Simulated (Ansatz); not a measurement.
Start from `CC(C)(C)C[Si](Cl)(Cl)Cl` and change one atom or group to get `CC(C)(C)[CH2][Ga]([F])[F]`.

Ansatz, PBE0-D4/def2-TZVP geometries, multiplicity 1. Each molecule was computed in one conformer, which needn't be the lowest.

Scalar relativity is left out up to krypton.

```json
{"property": "size of the dipole moment (ωB97M-V/def2-TZVPP) / D", "`CC(C)(C)C[Si](Cl)(Cl)Cl`": "2.30"}
{"property": "LUMO energy (B3LYP/def2-TZVPP) / eV", "`CC(C)(C)C[Si](Cl)(Cl)Cl`": "0.06"}
{"property": "HOMO–LUMO gap (PBE0/def2-TZVPP) / eV", "`CC(C)(C)C[Si](Cl)(Cl)Cl`": "9.00"}
{"property": "HOMO energy (PBE0/def2-TZVPP) / eV", "`CC(C)(C)C[Si](Cl)(Cl)Cl`": "-8.68"}
{"property": "LUMO energy (ωB97M-V/def2-TZVPP) / eV", "`CC(C)(C)C[Si](Cl)(Cl)Cl`": "2.03"}
{"property": "LUMO energy (PBE0/def2-TZVPP) / eV", "`CC(C)(C)C[Si](Cl)(Cl)Cl`": "0.32"}
```

**Question.** Give the same properties after the change, and the shifts. (An estimate is asked.)

**Answer.** Ansatz gave: 
```csv
property,`CC(C)(C)[CH2][Ga]([F])[F]`,shift
size of the dipole moment (ωB97M-V/def2-TZVPP) / D,3.91,1.61
LUMO energy (B3LYP/def2-TZVPP) / eV,-0.99,-1.05
HOMO–LUMO gap (PBE0/def2-TZVPP) / eV,8.13,-0.87
HOMO energy (PBE0/def2-TZVPP) / eV,-8.76,-0.08
LUMO energy (ωB97M-V/def2-TZVPP) / eV,1.06,-0.97
LUMO energy (PBE0/def2-TZVPP) / eV,-0.62,-0.94
```

With PBE0 the HOMO falls by 0.08 eV and the LUMO falls by 0.94 eV, so the gap narrows by about 0.86 eV. PBE moves the HOMO by -0.05 eV and ωB97M-V by -0.11 eV. Dipoles are sizes alone; their direction can turn.

Positive LUMOs are unbound, so they and the gaps depend on the basis.

B3LYP here is the variant with VWN-RPA as its local correlation; programs differ in this.
